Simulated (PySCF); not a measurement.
Worked example: dipole moment from atomic charges

CH4O3, SMILES OC(O)O. Atoms are numbered in the order given.

```xyz
8

O     -0.1606     0.7062     1.0927
C      0.3448     0.0213     0.0000
O     -0.0352    -1.3245     0.0000
O     -0.1606     0.7062    -1.0927
H      0.1658     0.2476     1.8780
H      1.4572    -0.0077     0.0000
H     -1.0069    -1.3180     0.0000
H      0.1658     0.2476    -1.8780
```

The structure is a stationary point at r2SCAN-D4/def2-SVP. One conformer was computed; it need not be the lowest.

Charges (e) from PBE/def2-TZVPD (PySCF):

| atom | ESP fit | IAO |
|---|---|---|
| O1 | -0.520 | -0.534 |
| C2 | 0.460 | 0.428 |
| O3 | -0.624 | -0.562 |
| O4 | -0.520 | -0.534 |
| H5 | 0.372 | 0.366 |
| H6 | 0.057 | 0.119 |
| H7 | 0.403 | 0.351 |
| H8 | 0.372 | 0.366 |

The dipole moment of the full density is 1.38 D.

### Question
What dipole moment does each set of point charges give, and which comes closer to that of the density?

### Answer

μ = Σ q r, and 1 e Å = 4.8032 D.
ESP fit: Σ q r = (0.148, -0.246, 0.000) e Å, |μ| = 1.38 D.
IAO: Σ q r = (0.280, -0.283, 0.000) e Å, |μ| = 1.91 D.
ESP fit comes closer in size. Point charges leave out the atoms' own dipoles (lone pairs, polarised bonds); fits to the potential absorb them, partitions of the density don't.
